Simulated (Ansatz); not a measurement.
H3As, charge -1, doublet, at the geometry of the source list (a state made from the parent by changing its charge; the spin is typed, not shown lowest) (a gas-phase anion, which may not be bound at this level); HF/def2-SVP run with Ansatz (a program for electronic structure).

Here is a job for Ansatz.
Ansatz 0.2 input:
```yaml
crystal:
  periodic: [false, false, false]
  atoms:
    - {symbol: As, position_ang: [0.00400000, -0.00260000, 0.65880000]}
    - {symbol: H, position_ang: [-0.72090000, -0.97200000, -0.22550000]}
    - {symbol: H, position_ang: [-0.48990000, 1.11570000, -0.20830000]}
    - {symbol: H, position_ang: [1.20680000, -0.14110000, -0.22500000]}
basis:
  gaussian:
    orbitals: def2-SVP
hamiltonian:
  xc: hf
total_charge: -1
magnetization: {spin_polarized: true, initial_magnetization: 1}
```

It wrote (shortened):

```
Functional definition: HF
469 factors; integrals over basis functions are off by at most 1.0e-3 eV
mean field evaluation 1: about -60830.5341 eV, gradient 1.1e1 eV
mean field evaluation 2: about -60830.5351 eV, gradient 1.1e1 eV
mean field evaluation 4: about -60831.3622 eV, gradient 1.5e0 eV
mean field evaluation 8: about -60831.3910 eV, gradient 1.1e-2 eV
mean field evaluation 16: about -60831.3910 eV, gradient 7.2e-6 eV
mean field evaluation 32: about -60831.3785 eV, gradient 2.2e-2 eV
mean field evaluation 64: about -60831.3641 eV, gradient 2.0e-2 eV
mean field evaluation 96: about -60830.1454 eV, gradient 4.1e-1 eV
mean field evaluation 128: about -60831.3942 eV, gradient 6.8e-2 eV
mean field -60831.39102885 eV, -2235.5123873123 hartree, gradient 7.2e-6 eV, S^2 0.763134; 3 other end points of the search recorded, 0 dependent functions left out
reference -60831.39102885 eV, -2235.5123873123 hartree; 19, 18 occupied and 28, 29 virtual orbitals, 469 factors
Total energy: -60831.39102885 eV, -2235.5123873123 hartree
```
